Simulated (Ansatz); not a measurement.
Two members of one family (InSb nanocrystals, H-capped) that differ in charge, which shifts all levels, computed with Ansatz in the gas phase; def2 core potentials for In, Sb, no spin–orbit coupling. Levels of anions in sets without diffuse functions are rough. The structures are stationary points that may keep the symmetry of their start.

First: In7Sb8H24⁺, cut from zinc blende, disc (singlet, charge 1, PBE-D4/def2-SVP geometry).

Cartesian coordinates in Å:
```
In -4.203 2.048 -2.305
In -2.182 -2.872 -2.266
In -3.502 -0.315 2.407
In 0.241 0.814 -0.377
In 1.058 -0.915 4.024
In 2.380 -3.473 -0.658
In 5.055 0.827 0.976
Sb -4.770 1.511 0.446
Sb -3.697 -0.566 -3.351
Sb -1.402 2.663 -1.852
Sb 0.401 -1.639 -1.747
Sb -0.727 0.546 2.252
Sb 2.815 2.105 -0.358
Sb 3.648 0.398 3.428
Sb 4.720 -1.678 -0.367
H -5.096 3.228 -3.202
H -1.990 -3.871 -3.664
H -2.915 -3.066 -0.711
H -3.558 -1.823 1.561
H -4.127 0.271 3.909
H 1.280 -2.458 3.272
H 0.732 -0.376 5.636
H 2.871 -4.515 -1.947
H 1.921 -3.704 0.995
H 6.553 1.692 0.925
H -6.454 1.174 0.386
H -4.954 3.091 1.096
H -5.288 -1.087 -3.745
H -3.243 -0.231 -4.973
H -0.575 3.024 -3.314
H -1.191 4.212 -1.140
H 1.009 -1.101 -3.262
H -0.687 2.189 2.757
H 2.573 3.714 0.194
H 3.187 2.523 -1.980
H 3.746 1.941 4.178
H 4.869 -0.321 4.401
H 5.462 -1.377 -1.887
H 6.036 -2.583 0.267
```

| level | HOMO (eV) | LUMO (eV) | gap (eV) |
| --- | --- | --- | --- |
| PBE-D4/def2-SVP | -8.39 | -5.43 | 2.97 |
| PBE-D4/def2-TZVP | -8.43 | -5.50 | 2.94 |
| r2SCAN-D4/def2-SVP | -8.62 | -5.29 | 3.33 |
| PBE0-D4/def2-SVP | -9.26 | -4.79 | 4.47 |
| PBE0-D4/def2-TZVP | -9.27 | -4.83 | 4.44 |

Second: In8Sb7H24⁻, cut from zinc blende, disc (singlet, charge -1, PBE-D4/def2-SVP geometry).

```xyz
39

Sb    3.0952    3.4373    0.7044
Sb    2.7379    0.5618   -2.3417
Sb   -0.8222    3.4603   -0.8083
Sb    0.5311   -0.2244    1.6532
Sb   -3.6190   -0.1914   -0.4115
Sb   -0.0549   -3.0895   -1.9386
Sb   -2.3922   -3.7350    1.4934
In    1.2383    5.4455   -0.1315
In    4.6161    2.6995   -1.6019
In    2.4805    1.5419    2.8514
In    1.8283   -1.4553   -0.5084
In   -1.6686    1.3861    0.9939
In   -0.5171   -2.3696    3.2827
In   -4.8940   -2.5833    0.7270
In   -1.5091   -5.3302   -0.7097
H     4.2607    4.4525    1.4827
H     3.1945   -0.2611   -3.7897
H     1.3037    1.2337   -3.0169
H    -0.4086    2.6441   -2.2660
H    -2.2597    4.1666   -1.4534
H    -2.8893   -0.5630   -1.9262
H    -4.7574    0.9217   -1.0794
H     0.6936   -3.5068   -3.4370
H    -1.1618   -1.9790   -2.6467
H    -2.9789   -4.9933    2.5244
H     1.7080    6.2113   -1.6309
H     0.4929    6.2853    1.2089
H     4.5349    3.8982   -2.8708
H     6.0525    1.7847   -1.2047
H     3.9547    0.6334    3.0966
H     1.6706    2.4891    4.0778
H     3.2054   -2.4654   -0.1231
H    -2.4986    2.1645    2.3246
H    -1.5126   -1.6621    4.5341
H     0.7706   -3.5203    3.5559
H    -5.7717   -1.9022    2.0768
H    -5.6439   -3.4309   -0.6051
H    -0.2015   -6.4105   -0.2841
H    -2.8084   -5.7442   -1.8022
```

Estimate how these quantities change from the first to the second (second minus first).


```tsv
level	Δ HOMO (eV)	Δ LUMO (eV)	Δ gap (eV)
PBE-D4/def2-SVP	5.21	5.36	0.15
PBE-D4/def2-TZVP	5.15	5.29	0.13
r2SCAN-D4/def2-SVP	5.22	5.38	0.16
PBE0-D4/def2-SVP	5.23	5.38	0.15
PBE0-D4/def2-TZVP	5.18	5.31	0.13
```
